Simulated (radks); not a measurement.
Problem. These are the eigenvalues of the occupied orbitals of an atom or ion with whole-number occupations (eV). Calculated with a radial shooting solver on a logarithmic mesh with Libxc functionals: scalar-relativistic Kohn-Sham, exchange-only r2SCAN, spin-unpolarised, spherical densities, finite nucleus; meta-GGA in the generalised Kohn-Sham scheme; Fermi nuclear charge, rms radius of each element as measured or else 0.836 A^(1/3) + 0.57 fm.

orbital  eigenvalue
1s        -21983.80
2s        -3173.725
2p        -2839.507
3s        -564.3630
3p        -453.3255
3d        -275.1586
4s         -78.1784
4p         -47.2830
4d          -4.3487
5s          -3.3894

Which element is it, and in what charge state? The configuration may be excited.

Solution. Z = 44, ruthenium, charge 0: Ru in [Kr] 4d7 5s1. The list shows which subshells hold electrons but not how many an open one holds; the 1s level, -807.89 hartree, gives Z - s = 40.2 by -(Z - s)^2/2, which with screening and relativity narrows Z to a few neighbours, and the depths of the outer levels then fix element, charge and occupations together.
